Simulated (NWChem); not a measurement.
System: CH3FOTe; SMILES CO[Te]F

Input file for NWChem:

```
start job
memory heap 200 mb stack 900 mb global 1100 mb
geometry units angstroms noautoz
  Te     0.292080    -0.482492     0.001965
  F     -1.607477    -0.895445     0.012850
  O      0.150560     1.382012    -0.605562
  C     -0.271859     2.367979     0.312668
  H      0.319218     2.360122     1.245472
  H     -0.136757     3.342256    -0.182495
  H     -1.337815     2.252020     0.570996
end
basis spherical
  * library def2-svp
end
ecp
  Te library def2-ecp
end
dft
  xc optx lyp
  iterations 150
  mulliken
end
task dft energy
```

Excerpt of the output:

```
             Northwest Computational Chemistry Package (NWChem) 7.3.0
             --------------------------------------------------------

 C1  symmetry detected

                             Geometry "geometry" -> ""
                             -------------------------

 Output coordinates in angstroms (scale by  1.889725989 to convert to a.u.)

  No.       Tag          Charge          X              Y              Z
 ---- ---------------- ---------- -------------- -------------- --------------
    1 Te                  52.0000     0.31440929    -0.47556306     0.02821928
    2 F                    9.0000    -1.57135065    -0.93744690    -0.06944452
    3 O                    8.0000     0.15726785     1.39134960    -0.56796513
    4 C                    6.0000    -0.34062298     2.35576904     0.33520425
    5 H                    1.0000     0.19850505     2.35272280     1.29899299
    6 H                    1.0000    -0.20434191     3.33868134    -0.14225308
    7 H                    1.0000    -1.41569509     2.20948589     0.53335380

 Effective nuclear repulsion energy (a.u.)     378.7925355096

                                 NWChem DFT Module
                                 -----------------

 Summary of "ao basis" -> "ao basis" (spherical)
 ------------------------------------------------------------------------------
       Tag                 Description            Shells   Functions and Types
 ---------------- ------------------------------  ------  ---------------------
 Te                         def2-svp                10       26   4s4p2d
 F                          def2-svp                 6       14   3s2p1d
 O                          def2-svp                 6       14   3s2p1d
 C                          def2-svp                 6       14   3s2p1d
 H                          def2-svp                 3        5   2s1p

            General Information
            -------------------
          SCF calculation type: DFT
          Wavefunction type:  closed shell.
          No. of atoms     :     7
          No. of electrons :    50
           Alpha electrons :    25
            Beta electrons :    25
          Charge           :     0
          Spin multiplicity:     1
          Use of symmetry is: off; symmetry adaption is: off
          Maximum number of iterations: 150
          AO basis - number of functions:    83
                     number of shells:    37
          Convergence on energy requested:  1.00D-06
          Convergence on density requested:  1.00D-05
          Convergence on gradient requested:  5.00D-04

              XC Information
              --------------
                        Slater Exchange Functional  1.052 local
                      OPTX     Exchange Functional  1.432 non-local
              Lee-Yang-Parr Correlation Functional  1.000

             Grid Information
             ----------------
          Grid used for XC integration:  medium
          Radial quadrature: Mura-Knowles
          Angular quadrature: Lebedev.
          Tag              B.-S. Rad. Rad. Pts. Rad. Cut. Ang. Pts.
          ---              ---------- --------- --------- ---------
          Te                  1.40      123          11.0       590
          F                   0.50       49          11.0       434
          O                   0.60       49           7.0       434
          C                   0.70       49          10.0       434
          H                   0.35       45          11.0       434
          Grid pruning is: on
          Number of quadrature shells:   405
          Spatial weights used:  Erf1

      Superposition of Atomic Density Guess
      -------------------------------------

 Sum of atomic energies:        -524.33003120

      Non-variational initial energy
      ------------------------------

 Total energy =    -480.935663
 1-e energy   =   -1171.901652
 2-e energy   =     484.686831
 HOMO         =      -0.209474
 LUMO         =      -0.068395

     ---------------------------------------------
      Total Density - Mulliken Population Analysis
     ---------------------------------------------

    Atom       Charge   Shell Charges
 -----------   ------   -------------------------------------------------------
    1 Te  24    22.90   1.77  0.27  1.22  0.65  2.91  3.11  1.49  1.38  9.85  0.25
    2 F    9     9.66   1.99  1.15  0.81  3.49  2.21  0.00
    3 O    8     8.77   1.99  1.10  0.73  2.92  2.02  0.01
    4 C    6     5.88   1.99  0.92  0.21  1.85  0.86  0.05
    5 H    1     0.94   0.69  0.22  0.02
    6 H    1     0.93   0.69  0.22  0.02
    7 H    1     0.93   0.69  0.22  0.02

   convergence    iter        energy       DeltaE   RMS-Dens  Diis-err
 ---------------- ----- ----------------- --------- --------- ---------
 d= 0,ls=0.0,diis     1   -482.8935534336 -6.89D+02  2.74D-02  7.06D-01
 d= 0,ls=0.0,diis     2   -482.4325402796  4.61D-01  1.67D-02  5.22D+00
 d= 0,ls=0.0,diis     3   -482.9825888332 -5.50D-01  5.14D-03  1.05D-01
 d= 0,ls=0.0,diis     4   -482.9793960620  3.19D-03  3.14D-03  1.40D-01
 d= 0,ls=0.0,diis     5   -482.9928958096 -1.35D-02  9.54D-04  9.36D-03
  Resetting Diis
 d= 0,ls=0.0,diis     6   -482.9939401677 -1.04D-03  2.09D-04  3.77D-04
 d= 0,ls=0.0,diis     7   -482.9939897039 -4.95D-05  1.14D-04  2.42D-05
 d= 0,ls=0.0,diis     8   -482.9939858357  3.87D-06  6.65D-05  5.62D-05
 d= 0,ls=0.0,diis     9   -482.9939924155 -6.58D-06  1.40D-05  2.97D-06
 d= 0,ls=0.0,diis    10   -482.9939926899 -2.74D-07  4.26D-06  1.79D-07

         Total DFT energy =     -482.993992689874
      One electron energy =    -1174.218567855788
           Coulomb energy =      531.565690939808
    Exchange-Corr. energy =      -46.620274323339
 Nuclear repulsion energy =      206.279158549445

 Numeric. integr. density =       50.000000605784

                       DFT Final Molecular Orbital Analysis
                       ------------------------------------

[...]
```

Level: OLYP/def2-SVP with def2 effective core potentials on Te. Coordinates come from a PBE0/def2-SVP optimisation. def2 effective core potentials on Te; no spin-orbit coupling.
